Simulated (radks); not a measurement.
The numbers below are computed, except where a source is named.
V3+, configuration [Ne] 3s1 3p6 3d2 4s1 (not the ground configuration).

Level of theory: scalar-relativistic Kohn-Sham, r2SCAN, spin-polarised, spherical densities, finite nucleus; open shells are filled with parallel spins first; meta-GGA in the generalised Kohn-Sham scheme; Fermi nuclear charge, rms radius 3.6002 fm (a radial shooting solver on a logarithmic mesh with Libxc functionals).

Energy parts (hartree):
part                       energy
total                  -944.49535
kinetic                 953.35602
electron-nucleus      -2216.71473
Hartree                 362.79917
exchange-correlation    -43.93580

Orbitals (lengths in bohr, moments of r in powers of bohr; r(90%) holds 90 % of the orbital's charge):
\begin{tabular}{lrrrr}
orbital & occ. & eigenvalue (hartree) & r(90%) & <r> \\ \hline
1s up & 1 & -199.7022 & 0.119 & 0.06645 \\
1s down & 1 & -199.6804 & 0.119 & 0.06645 \\
2s up & 1 & -24.19229 & 0.477 & 0.3074 \\
2s down & 1 & -24.13129 & 0.476 & 0.3070 \\
2p up & 3 & -20.44238 & 0.449 & 0.2738 \\
2p down & 3 & -20.38732 & 0.448 & 0.2734 \\
3s up & 1 & -4.31814 & 1.36 & 0.9193 \\
3s down & 0 & -4.09986 & 1.38 & 0.9293 \\
3p up & 3 & -3.28558 & 1.47 & 0.9665 \\
3p down & 3 & -3.07579 & 1.49 & 0.9777 \\
3d up & 2 & -1.70762 & 1.77 & 1.088 \\
3d down & 0 & -1.50713 & 1.81 & 1.105 \\
4s up & 1 & -1.16440 & 3.44 & 2.399 \\
\end{tabular}

The highest occupied level is 4s up at -31.685 eV. The configuration is held as typed, so some empty levels lie below it. The spin density at the nucleus is 69.51 e/bohr^3 (1s 1.12, 2s -0.51, 3s 59.49, 4s 9.41). The density falls to 0.001 e/bohr^3 at r = 3.55 bohr.
